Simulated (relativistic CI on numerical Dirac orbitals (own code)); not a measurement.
Pt+ (5d9) in a crystal field

Calculated by Dirac-Coulomb-Breit CI, separate exchange-only KLI orbitals for each configuration, model QED (radiative potential, 1s self-energy scaled to tabulated hydrogen-like ionisation energies), valence Slater integrals scaled by 0.85, one configuration in a parametric crystal field (own radial code).

Field parameters in Wybourne normalisation: D3d B²₀ = −7Dσ, B⁴₀ = −14Dq − 21Dτ, B⁴₃ = −14√(10/7) Dq. The field is a parameter set, without covalency.

S is read from ⟨S²⟩ = S(S + 1).

Levels (cm⁻¹, degeneracy): 0 (2), 581 (2), 17903 (2), 24576 (2), 24750 (2).

Question: Which field gives this pattern?
A. D3d, 10Dq = 21750, Dσ = -1200, Dτ = -330 cm⁻¹
B. D3d, 10Dq = 21750, Dσ = 1200, Dτ = -330 cm⁻¹
C. D3d, 10Dq = 21750, Dσ = 330, Dτ = -330 cm⁻¹
D. D3d, 10Dq = 21750, Dσ = 110, Dτ = -330 cm⁻¹

Answer: C. D3d, 10Dq = 21750, Dσ = 330, Dτ = -330 cm⁻¹, ground level with S = 0.50.
